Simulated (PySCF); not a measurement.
# Electric properties by functional and basis

Compound: C₃H₈FNSi.
SMILES with atom numbers: `[F:1][Si@H:2]1[CH2:3][CH2:4][CH2:5][NH:6]1` (hydrogens: H7 on Si2; H8, H9 on C3; H10, H11 on C4; H12, H13 on C5; H14 on N6)

PySCF, dipoles from the SCF density, polarisabilities from static response with core orbitals frozen. Isolated species at its PBE0-D3(BJ)/def2-SVP geometry (one conformer only).

The anisotropy is √(½[(α1 − α2)² + (α2 − α3)² + (α3 − α1)²]).

```
              level  μ (D)  α (au)  anisotropy (au)
      LDA/def2-SVPD  2.415   69.96            15.47
      PBE/def2-SVPD  2.335   69.07            15.26
    B3LYP/def2-SVPD  2.360   66.48            14.10
     PBE0/def2-SVPD  2.384   65.85            14.04
BHandHLYP/def2-SVPD  2.411   63.50            12.98
CAM-B3LYP/def2-SVPD  2.393   65.25            13.24
  wB97X-D/def2-SVPD  2.396   65.13            13.25
  LC-wPBE/def2-SVPD  2.402   63.69            12.55
       HF/def2-SVPD  2.430   60.42            11.65
        PBE0/6-31G*  2.235   55.35            13.07
      PBE0/def2-SVP  2.226   56.87            13.27
       PBE0/6-31+G*  2.439   62.03            12.80
   PBE0/aug-cc-pVDZ  2.350   67.40            14.43
     PBE0/def2-TZVP  2.292   63.62            14.34
```

The dipole runs from 2.23 D (PBE0/def2-SVP) to 2.44 D (PBE0/6-31+G*). No reference polarisability is at hand; against PBE0 in the largest diffuse basis at hand (aug-cc-pVDZ) the other PBE0 rows deviate by 6-31G* -18%, def2-SVP -16%, 6-31+G* -8%, def2-SVPD -2%, def2-TZVP -6%. In one basis (def2-SVPD) the functionals order the polarisability from HF (lowest) to LDA (highest), a spread of 16%. With PBE0 the polarisability is 58.61 au without diffuse functions (mean of 6-31G*, def2-SVP and def2-TZVP) and 65.09 au with them (mean of 6-31+G*, def2-SVPD and aug-cc-pVDZ).

Without π bonds the low states are Rydberg-like; a valence basis with one diffuse set may place them up to an eV too high.
